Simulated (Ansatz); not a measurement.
Harmonic frequencies (cm⁻¹) at PBE0-D4/def2-TZVP from Ansatz: 32, 217, 259, 311, 376, 562, 634, 667, 733, 758, 842, 924, 1025, 1119, 1441, 1699, 1830, 2214, 2239, 3127, 3214.

Q: Which molecule is it?
A. `O=C=C=C[SiH3]`
B. `C=C1[SiH2]C1=O`
C. `C#C[SiH2]C=O`
D. `C=C=C1O[SiH2]1`

A: B.
